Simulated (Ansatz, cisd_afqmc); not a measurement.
Species: NaF, charge 0, singlet. NaF (SMILES [F][Na]).
B3LYP-D3(BJ)/def2-TZVP minimum from Ansatz (a program for electronic structure):
```
Na
F 1 1.9271
```
Charge 0, spin multiplicity 1.

Total energies in def2-SVP, 8 correlated electrons, 6 frozen orbitals. UHF or UKS for unpaired electrons; spin-orbit terms are left out. Cores are frozen in correlated methods. No relativity. AFQMC is phaseless with a CISD trial state; ± is one standard error, without the phaseless bias. Outlying blocks are dropped, and bars are widened where a walk drifts. Over all cases where full CI ran beside it in this data, AFQMC minus full CI had a median of +0.1 mEh and passed +0.4 mEh in a tenth of the cases.

```tsv
method	program	energy (Eh)	error against FCI (mEh)
HF	Ansatz	-261.17864	206.46
MP2	Ansatz	-261.38141	3.70
CCSD	Ansatz	-261.38238	2.72
CCSD(T)	Ansatz	-261.38446	0.64
CCSDT(Q)	Ansatz	-261.38518	-0.08
CCSDTQ	Ansatz	-261.38510	0.00
AFQMC/CISD	cisd_afqmc	-261.3853 ± 0.0003	-0.2 ± 0.3
FCI	Ansatz	-261.38510	0.00
```

Rough core times of Ansatz's runs on a shared machine: CCSD(T) under 20 s, CCSDT(Q) under 20 s, CCSDTQ under 20 s, FCI 70 s.
